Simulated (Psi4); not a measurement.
Pair of molecules, SMILES F with SMILES C=C (the first has 2 atoms); geometry from B3LYP-D3(BJ)/def2-TZVP, rigid monomers moved along the line of their centres of mass till H2···C4 is 3.96 Å.
(charge 0, multiplicity 1):
```csv
atom,x (Å),y (Å),z (Å)
F,-0.0440,0.3998,-0.2698
H,-0.0182,0.2834,0.6584
C,0.4558,-0.7519,4.4553
C,-0.2774,0.3449,4.6131
H,0.0013,-1.7296,4.3497
H,1.5383,-0.7145,4.4351
H,0.1774,1.3214,4.7280
H,-1.3596,0.3063,4.6427
```

The numbers are results of SAPT0/jun-cc-pV(D+d)Z (Psi4 1.11), not measurements.

Task: Which attractive term is largest, and how does the interaction split up?

Result: electrostatics -3.9, exchange 0.1, induction -0.4, dispersion -0.4, total -4.5 kJ/mol; the largest attraction is electrostatics.
